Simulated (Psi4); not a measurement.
C₂HF₃N, charge +1, singlet, geometry from GFN2-xTB; SVWN/def2-SV(P) in Psi4.

Psi4 was given this input:
```
memory 2 GB

molecule {
1 1
C    -0.00357870   -0.00388384   -0.43701688
C     0.00895947    0.00972339    1.09409525
F     0.00349931    1.23991186   -0.85620868
F     1.06817651   -0.64032281   -0.84821731
F    -1.09243569   -0.62211898   -0.83068599
N     0.01827385    0.01983196    2.23153038
H     0.02663717    0.02890836    3.25282500
}

set {
  basis def2-sv(p)
}

energy('svwn')
print_variables()
```

What the program printed (banner, timings and long lists left out):

```
   => Loading Basis Set <=

    Name: DEF2-SV(P)
    Role: ORBITAL
    Keyword: BASIS

         ---------------------------------------------------------
                                   SCF
               by Justin Turney, Rob Parrish, Andy Simmonett
                          and Daniel G. A. Smith
                              RKS Reference
         ---------------------------------------------------------

  ==> Geometry <==

    Molecular point group: c1
    Full point group: C1

    Geometry (in Angstrom), charge = 1, multiplicity = 1:

       Center              X                  Y                   Z               Mass
    ------------   -----------------  -----------------  -----------------  -----------------
         C           -0.003088111849    -0.003351424701    -0.377108447169    12.000000000000
         C            0.009450058151     0.010255805299     1.154003682831    12.000000000000
         F            0.003989898151     1.240444275299    -0.796300247169    18.998403162730
         F            1.068667098151    -0.639790394701    -0.788308877169    18.998403162730
         F           -1.091945101849    -0.621586564701    -0.770777557169    18.998403162730
         N            0.018764438151     0.020364375299     2.291438812831    14.003074004430
         H            0.027127758151     0.029440775299     3.312733432831     1.007825032230

  Running in c1 symmetry.

  Rotational constants: A =      0.19005  B =      0.09274  C =      0.09274 [cm^-1]
  Rotational constants: A =   5697.53543  B =   2780.21016  C =   2780.21015 [MHz]
  Nuclear repulsion =  241.726931522247952

  Charge       = 1
  Multiplicity = 1
  Electrons    = 46
  Nalpha       = 23
  Nbeta        = 23

  ==> Algorithm <==

  SCF Algorithm Type is DF.
  DIIS enabled.
  MOM disabled.
  Fractional occupation disabled.
  Guess Type is SAD.
  Energy threshold   = 1.00e-06
  Density threshold  = 1.00e-06
  Integral threshold = 1.00e-12

  ==> Primary Basis <==

  Basis Set: DEF2-SV(P)
    Blend: DEF2-SV(P)
    Number of shells: 38
    Number of basis functions: 86
    Number of Cartesian functions: 92
    Spherical Harmonics?: true
    Max angular momentum: 2

  ==> DFT Potential <==

   => LibXC <=

    Version 7.1.2
    S. Lehtola, C. Steigemann, M. J. T. Oliveira, and M. A. L. Marques,  SoftwareX 7, 1–5 (2018) (10.1016/j.softx.2017.11.002)

   => Composite Functional: SVWN <=

    Slater exchange
    Vosko, Wilk & Nusair (VWN5_RPA)
    P. A. M. Dirac,  Math. Proc. Cambridge Philos. Soc. 26, 376 (1930) (10.1017/S0305004100016108)
    F. Bloch,  Z. Phys. 57, 545 (1929) (10.1007/BF01340281)
    S. H. Vosko, L. Wilk, and M. Nusair,  Can. J. Phys. 58, 1200 (1980) (10.1139/p80-159)

    Deriv               =              1
    GGA                 =          FALSE
    Meta                =          FALSE

    Exchange Hybrid     =          FALSE
    MP2 Hybrid          =          FALSE

   => Exchange Functionals <=

    1.0000         XC_LDA_X

   => Correlation Functionals <=

    1.0000   XC_LDA_C_VWN_RPA

   => LibXC Density Thresholds  <==

    XC_LDA_C_VWN_RPA:  1.00E-15
    XC_LDA_X:  1.00E-15

   => Molecular Quadrature <=

    Radial Scheme          =       TREUTLER
    Pruning Scheme         =           NONE
    Nuclear Scheme         =       TREUTLER

    Blocking Scheme        =         OCTREE
    BS radius alpha        =              1
    Pruning alpha          =              1
    Radial Points          =             75
    Spherical Points       =            302
    Total Points           =         150780
    Total Blocks           =           1204
    Max Points             =            256
    Max Functions          =             84
    Weights Tolerance      =       1.00E-15

   => Loading Basis Set <=

    Name: (DEF2-SV(P) AUX)
    Role: JKFIT
    Keyword: DF_BASIS_SCF

  ==> Integral Setup <==

  SCF_SUBTYPE=INCORE selected. In-core MEM_DF algorithm will be used.
  Using in-core AOs.

  ==> MemDFJK: Density-Fitted J/K Matrices <==

    J tasked:                   Yes
    K tasked:                    No
    wK tasked:                   No
    Algorithm:                 Core
    Schwarz Cutoff:           1E-12
    Mask sparsity (%):       1.6495
    Fitting Condition:        1E-10

   => Auxiliary Basis Set <=

  Basis Set: (DEF2-SV(P) AUX)
    Blend: DEF2-UNIVERSAL-JKFIT
    Number of shells: 156
    Number of basis functions: 476
    Number of Cartesian functions: 570
    Spherical Harmonics?: true
    Max angular momentum: 4

  Minimum eigenvalue in the overlap matrix is 1.6846550424E-03.
  Reciprocal condition number of the overlap matrix is 3.9260307049E-04.
    Using symmetric orthogonalization.

  ==> Pre-Iterations <==

  SCF Guess: Superposition of Atomic Densities via on-the-fly atomic UHF (no occupation information).

   -------------------------
    Irrep   Nso     Nmo
   -------------------------
     A         86      86
   -------------------------
    Total      86      86
   -------------------------

  ==> Iterations <==

                           Total Energy        Delta E     RMS |[F,P]|

   @DF-RKS iter SAD:  -428.57648572639607   -4.28576e+02   0.00000e+00
   @DF-RKS iter   1:  -428.18394189344690    3.92544e-01   6.64448e-03 DIIS/ADIIS
   @DF-RKS iter   2:  -427.78497787367473    3.98964e-01   1.30572e-02 DIIS/ADIIS
   @DF-RKS iter   3:  -428.24918086840034   -4.64203e-01   4.04746e-03 DIIS/ADIIS
   @DF-RKS iter   4:  -428.30704689815445   -5.78660e-02   9.13447e-04 DIIS/ADIIS
   @DF-RKS iter   5:  -428.30896875453681   -1.92186e-03   3.40731e-04 DIIS/ADIIS
   @DF-RKS iter   6:  -428.30929212650636   -3.23372e-04   7.48688e-05 DIIS
   @DF-RKS iter   7:  -428.30931123412711   -1.91076e-05   1.71078e-05 DIIS
   @DF-RKS iter   8:  -428.30931213132931   -8.97202e-07   3.00002e-06 DIIS
   @DF-RKS iter   9:  -428.30931216104295   -2.97136e-08   3.29006e-07 DIIS
  Energy and wave function converged.

  ==> Post-Iterations <==

   Electrons on quadrature grid:
      Ntotal   =   46.0000068384 ; deviation = 6.838e-06

    Orbital Energies [Eh]
    ---------------------

    Doubly Occupied:

[...]
    Virtual:

[...]
    Final Occupation by Irrep:
              A
    DOCC [    23 ]
    NA   [    23 ]
    NB   [    23 ]

  @DF-RKS Final Energy:  -428.30931216104295

   => Energetics <=

    Nuclear Repulsion Energy =            241.7269315222479520
    One-Electron Energy =               -1062.0878166044908539
    Two-Electron Energy =                 438.9829161613789097
    DFT Exchange-Correlation Energy =     -46.9313432401789257
    Empirical Dispersion Energy =           0.0000000000000000
    VV10 Nonlocal Energy =                  0.0000000000000000
    Total Energy =                       -428.3093121610429534

Computation Completed

Properties will be evaluated at   0.000000,   0.000000,   0.000000 [a0]

Properties computed using the SCF density matrix

 Multipole Moments:

 ------------------------------------------------------------------------------------
     Multipole            Electronic (a.u.)      Nuclear  (a.u.)        Total (a.u.)
 ------------------------------------------------------------------------------------

 L = 1.  Multiply by 2.5417464519 to convert [e a0] to [Debye]
 Dipole X            :         -0.0179668            0.0435725            0.0256057
 Dipole Y            :         -0.0195002            0.0472876            0.0277874
 Dipole Z            :         -2.1944383            5.3208951            3.1264567
 Magnitude           :                                                    3.1266851

 ------------------------------------------------------------------------------------

  Variable Map:
  ----------------------------------------------------------------------------
[...]
  Array Variable Map:
  ----------------------------------------------------------------------------
[...]
[...]
```
